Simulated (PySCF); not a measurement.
CoF2, SMILES [F][Co+][F] (connectivity only; charge and spin as stated), charge +1, multiplicity 5.

The structure is a stationary point at ωB97X-D3(BJ)/def2-TZVP. The spin state was assumed, not searched.

All values below come from B3LYP/def2-TZVPD in PySCF.

Isolated molecule, no solvent.

```yaml
total_energy: -1582.24993 hartree
point_group: D∞h
"α spin, highest occupied and lowest empty level": -19.00 and -8.44 eV
"β spin, highest occupied and lowest empty level": -18.80 and -13.88 eV
dipole_moment_about_the_centre_of_nuclear_charge: 0.00 D
mean_static_polarisability: 22.8 bohr³ (3.39 Å³)
polarisability_principal_values: 13.0, 13.0, 42.5 bohr³
"⟨S²⟩": 6.010 (pure state 6.00)
```
